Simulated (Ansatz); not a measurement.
Relaxation of C3H7BO (12 atoms, charge 0, multiplicity 1), to a largest force component of 0.02 eV/Å in at most 50 steps.

Level of theory: RKS B3LYP-D4/def2-SVP in Ansatz 0.2.0.

```xyz
12
Properties=species:S:1:pos:R:3:forces:R:3
B -1.202 0.754 0.384 -0.96 1.25 -0.58
C -0.135 -0.296 0.593 1.83 0.70 -3.24
C -0.175 -1.014 1.698 2.44 -1.90 0.51
O 0.956 -0.524 -0.349 -1.58 -0.38 1.71
C 1.017 0.155 -1.599 -0.29 1.15 1.74
H -2.088 0.988 1.187 0.35 -0.36 0.02
H -1.245 1.461 -0.603 0.10 -0.16 0.08
H -0.861 -0.858 2.467 -1.54 0.40 1.16
H 0.622 -1.752 1.921 -0.29 0.13 -0.20
H 1.901 -0.228 -2.101 0.21 -0.24 -0.30
H 0.102 0.004 -2.187 -0.01 0.09 -0.26
H 1.183 1.254 -1.377 -0.26 -0.68 -0.65
```

**Question.** Where does it end, and by what steps?

**Answer.** The run converged. After 6 steps the energy has fallen by 0.373 eV; H6 moved furthest, 0.10 Å.

```tsv
step	energy less start (eV)	largest force component (eV/Å)	accepted
0	0.0000	3.241	yes
1	-0.2888	1.337	yes
2	-0.3316	1.035	yes
3	-0.3385	0.496	yes
4	-0.3178	0.501	no
5	-0.3716	0.110	yes
6	-0.3730	0.016	yes
```

```xyz
12
Properties=species:S:1:pos:R:3
B -1.192 0.791 0.337
C -0.091 -0.276 0.550
C -0.123 -1.003 1.698
O 0.922 -0.557 -0.320
C 1.000 0.158 -1.532
H -2.017 0.917 1.204
H -1.260 1.491 -0.641
H -0.906 -0.826 2.434
H 0.629 -1.772 1.903
H 1.879 -0.229 -2.067
H 0.105 0.008 -2.162
H 1.132 1.242 -1.369
```

Whether the end is a true minimum wasn't checked by a vibrational analysis.

Run time: 11 s on 2 threads of Intel(R) Xeon(R) 6975P-C (Granite Rapids) (shared host), peak memory 0.23 GiB.
